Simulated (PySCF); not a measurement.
Ions at one geometry of [Pb(OH)3]+

PySCF 2.14.0, RKS PBE0, Pb def2-SVP with ECP60, O def2-SVP, H def2-SVP; non-relativistic Hamiltonian with scalar-relativistic core potentials where named; density fitting; no spin-orbit coupling; singlets restricted, open shells unrestricted. The geometry is relaxed for charge +1, singlet, vacuum:

```xyz
7

Pb    0.0000    0.0000    0.1202
O     2.0031    0.3390    0.1203
H     2.4995   -0.5016    0.1205
O    -1.2951    1.5652    0.1203
H    -0.8154    2.4154    0.1205
O    -0.7080   -1.9042    0.1203
H    -1.6841   -1.9139    0.1205
```

Energies count from the relaxed state; an electron taken off or put on is at rest in vacuum. Charges and spins are Mulliken's.

```json
{"state": "charge +1, singlet, vacuum", "energy (eV)": "0.00", "spin squared": "0.00", "charge on Pb1 (e)": "1.30", "spin on Pb1 (e)": "0.00", "dipole about the centre of mass (D)": "0.00"}
{"state": "charge +2, doublet, vacuum", "energy (eV)": "17.23", "spin squared": "0.76", "charge on Pb1 (e)": "1.49", "spin on Pb1 (e)": "-0.08", "dipole about the centre of mass (D)": "2.72"}
```

Task: What does the state charge 0, doublet, vacuum give?

Result: energy (eV) -7.79, spin squared 0.76, charge on Pb1 (e) 0.88, spin on Pb1 (e) 0.30, dipole about the centre of mass (D) 0.00.

With an electron taken off (doublet) the charges change, summed by element, by Pb +0.19 e, O +0.65 e, H +0.16 e. The vertical ionisation energy is 17.23 eV, against −ε(HOMO) = 15.05 eV of the relaxed state. The level lies 2.2 eV too high, as is usual for semilocal functionals and global hybrids, which keep a self-interaction error.

With an electron put on (doublet) the charges change, summed by element, by Pb -0.42 e, O -0.36 e, H -0.22 e. The vertical electron affinity is 7.79 eV, against −ε(LUMO) = 10.04 eV of the relaxed state.

Open shells may have lower solutions than those found.
